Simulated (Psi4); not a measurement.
HBe (SMILES [BeH+]), charge +1, singlet, geometry from GFN2-xTB (such geometries of metal compounds can be far from the true shape), atoms displaced at random by about 0.08 Å a coordinate; PBE0/6-31G, gradient (Psi4).

The Psi4 input:
```
memory 2 GB

molecule mol {
1 1
Be   -0.055874   -0.111436   -0.241113
H    -0.112365   -0.024430    1.126665
symmetry c1
no_reorient
no_com
}

set {
  basis 6-31g
  reference rks
}

gradient('pbe0')
print_variables()
```

The log (banner, timings and long lists left out):

```
gradient() will perform analytic gradient computation.

   => Loading Basis Set <=

    Name: 6-31G
    Role: ORBITAL
    Keyword: BASIS

         ---------------------------------------------------------
                                   SCF
               by Justin Turney, Rob Parrish, Andy Simmonett
                          and Daniel G. A. Smith
                              RKS Reference
         ---------------------------------------------------------

  ==> Geometry <==

    Molecular point group: c1
    Full point group: C1

    Geometry (in Angstrom), charge = 1, multiplicity = 1:

       Center              X                  Y                   Z               Mass
    ------------   -----------------  -----------------  -----------------  -----------------
         BE          -0.055874000000    -0.111436000000    -0.241113000000     9.012183065000
         H           -0.112365000000    -0.024430000000     1.126665000000     1.007825032230

  Running in c1 symmetry.

  Rotational constants: A =    133.14821  B =      9.21181  C =      8.61574 [cm^-1]
  Rotational constants: A = 3991682.95700  B = 276163.24608  C = 258293.31008 [MHz]
  Nuclear repulsion =    1.543121131065954

  Charge       = 1
  Multiplicity = 1
  Electrons    = 4
  Nalpha       = 2
  Nbeta        = 2

  ==> Algorithm <==

  SCF Algorithm Type is DF.
  DIIS enabled.
  MOM disabled.
  Fractional occupation disabled.
  Guess Type is SAD.
  Energy threshold   = 1.00e-08
  Density threshold  = 1.00e-08
  Integral threshold = 1.00e-12

  ==> Primary Basis <==

  Basis Set: 6-31G
    Blend: 6-31G
    Number of shells: 7
    Number of basis functions: 11
    Number of Cartesian functions: 11
    Spherical Harmonics?: false
    Max angular momentum: 1

  ==> DFT Potential <==

   => LibXC <=

    Version 7.1.2
    S. Lehtola, C. Steigemann, M. J. T. Oliveira, and M. A. L. Marques,  SoftwareX 7, 1–5 (2018) (10.1016/j.softx.2017.11.002)

   => Composite Functional: PBE0 <=

    PBE0 Hyb-GGA Exchange-Correlation Functional

    C. Adamo and V. Barone,  J. Chem. Phys. 110, 6158 (1999) (10.1063/1.478522)
    M. Ernzerhof and G. E. Scuseria,  J. Chem. Phys. 110, 5029 (1999) (10.1063/1.478401)

    Deriv               =              1
    GGA                 =           TRUE
    Meta                =          FALSE

    Exchange Hybrid     =           TRUE
    MP2 Hybrid          =          FALSE

   => Exchange Functionals <=

    0.7500   Perdew, Burke & Ernzerhof

   => Exact (HF) Exchange <=

    0.2500               HF

   => Correlation Functionals <=

    1.0000   Perdew, Burke & Ernzerhof

   => LibXC Density Thresholds  <==

    XC_HYB_GGA_XC_PBEH:  1.00E-15

   => Molecular Quadrature <=

    Radial Scheme          =       TREUTLER
    Pruning Scheme         =           NONE
    Nuclear Scheme         =       TREUTLER

    Blocking Scheme        =         OCTREE
    BS radius alpha        =              1
    Pruning alpha          =              1
    Radial Points          =             75
    Spherical Points       =            302
    Total Points           =          43159
    Total Blocks           =            376
    Max Points             =            255
    Max Functions          =             11
    Weights Tolerance      =       1.00E-15

   => Loading Basis Set <=

    Name: (6-31G AUX)
    Role: JKFIT
    Keyword: DF_BASIS_SCF

  ==> Integral Setup <==

  SCF_SUBTYPE=INCORE selected. In-core MEM_DF algorithm will be used.
  Using in-core AOs.

  ==> MemDFJK: Density-Fitted J/K Matrices <==

    J tasked:                   Yes
    K tasked:                   Yes
    wK tasked:                   No
    Algorithm:                 Core
    Schwarz Cutoff:           1E-12
    Mask sparsity (%):       0.0000
    Fitting Condition:        1E-10

   => Auxiliary Basis Set <=

  Basis Set: (6-31G AUX)
    Blend: CC-PVDZ-JKFIT + DEF2-UNIVERSAL-JKFIT
    Number of shells: 26
    Number of basis functions: 85
[...]
  @DF-RKS Final Energy:   -14.90917849673399
    Total Energy =                        -14.9091784967339933
[...]
 Dipole Y            :          0.6231772           -0.8885001           -0.2653229
 Dipole Z            :         -1.6227067            0.3065381           -1.3161686
 Magnitude           :                                                    1.3444710

 ------------------------------------------------------------------------------------

         ------------------------------------------------------------
                                   SCF GRAD
                          Rob Parrish, Justin Turney,
                       Andy Simmonett, and Alex Sokolov
         ------------------------------------------------------------

  ==> Geometry <==

    Molecular point group: c1
    Full point group: C1

    Geometry (in Angstrom), charge = 1, multiplicity = 1:

       Center              X                  Y                   Z               Mass
    ------------   -----------------  -----------------  -----------------  -----------------
         BE          -0.055874000000    -0.111436000000    -0.241113000000     9.012183065000
         H           -0.112365000000    -0.024430000000     1.126665000000     1.007825032230

  Nuclear repulsion =    1.543121131065954

  ==> Basis Set <==

  Basis Set: 6-31G
    Blend: 6-31G
    Number of shells: 7
    Number of basis functions: 11
    Number of Cartesian functions: 11
    Spherical Harmonics?: false
    Max angular momentum: 1

  ==> DFJKGrad: Density-Fitted SCF Gradients <==

    Gradient:                    1
    J tasked:                  Yes
    K tasked:                  Yes
    wK tasked:                  No
    Integrals threads:           1
    Schwarz Cutoff:          1E-12
    Fitting Condition:       1E-10

   => Auxiliary Basis Set <=

  Basis Set: (6-31G AUX)
    Blend: CC-PVDZ-JKFIT + DEF2-UNIVERSAL-JKFIT
    Number of shells: 26
    Number of basis functions: 85
    Number of Cartesian functions: 85
    Spherical Harmonics?: false
    Max angular momentum: 3

  ==> DFT Potential <==

   => LibXC <=

    Version 7.1.2
    S. Lehtola, C. Steigemann, M. J. T. Oliveira, and M. A. L. Marques,  SoftwareX 7, 1–5 (2018) (10.1016/j.softx.2017.11.002)

   => Composite Functional: PBE0 <=

    PBE0 Hyb-GGA Exchange-Correlation Functional

    C. Adamo and V. Barone,  J. Chem. Phys. 110, 6158 (1999) (10.1063/1.478522)
    M. Ernzerhof and G. E. Scuseria,  J. Chem. Phys. 110, 5029 (1999) (10.1063/1.478401)

    Deriv               =              1
    GGA                 =           TRUE
    Meta                =          FALSE

    Exchange Hybrid     =           TRUE
    MP2 Hybrid          =          FALSE

   => Exchange Functionals <=

    0.7500   Perdew, Burke & Ernzerhof

   => Exact (HF) Exchange <=

    0.2500               HF

   => Correlation Functionals <=

    1.0000   Perdew, Burke & Ernzerhof

   => LibXC Density Thresholds  <==

    XC_HYB_GGA_XC_PBEH:  1.00E-15

   => Molecular Quadrature <=

    Radial Scheme          =       TREUTLER
    Pruning Scheme         =           NONE
    Nuclear Scheme         =       TREUTLER

    Blocking Scheme        =         OCTREE
    BS radius alpha        =              1
    Pruning alpha          =              1
    Radial Points          =             75
    Spherical Points       =            302
    Total Points           =          43159
    Total Blocks           =            376
    Max Points             =            255
    Max Functions          =             11
    Weights Tolerance      =       1.00E-15

  -Total Gradient:
     Atom            X                  Y                   Z
    ------   -----------------  -----------------  -----------------
       1        0.000483840221    -0.000745198390    -0.011714892801
       2       -0.000483832694     0.000745186797     0.011714710554

  Variable Map:
  ----------------------------------------------------------------------------
[...]
  Array Variable Map:
  ----------------------------------------------------------------------------
[...]
[...]
```
